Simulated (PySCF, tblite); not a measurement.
Isomers of [C5H7O2S]- (charge -1), one GFN2-xTB conformer each. Single-point energies are computed at PBE0/pcSseg-1 (PySCF, gas phase, no added dispersion term), electronic only.

Question: Rank them by PBE0/pcSseg-1 energy, lowest first (kJ/mol).
A. `[CH2:1]=[CH:2]/[C:3]([O-:4])=[CH:5]\[S@:6]([CH3:7])=[O:8]` (charge -1) with C1–C2–C3–O4 -8°, C3–C5–S6–C7 -89°
B. `[CH:1]#[C:2][CH-:3][S:4](=[O:5])(=[O:6])[CH2:7][CH3:8]` (charge -1) with C2–C3–S4–O5 58°, C3–S4–C7–C8 -63°

Answer: A (0.0), B (161.7).

GFN2-xTB itself gives, in the same order: 0.0, 120.6. Both levels put the same isomer lowest.

Question: What happens when harmonic zero-point energies from GFN2-xTB frequencies are added?

Answer: 
| SMILES | ZPE (kJ/mol) | electronic (kJ/mol) | with ZPE (kJ/mol) |
| --- | --- | --- | --- |
| C=C/C([O-])=C\[S@](C)=O | 277.7 | 0.0 | 0.0 |
| C#C[CH-]S(=O)(=O)CC | 276.2 | 161.7 | 160.2 |

The zero-point energies span 1.5 kJ/mol. The order is unchanged.
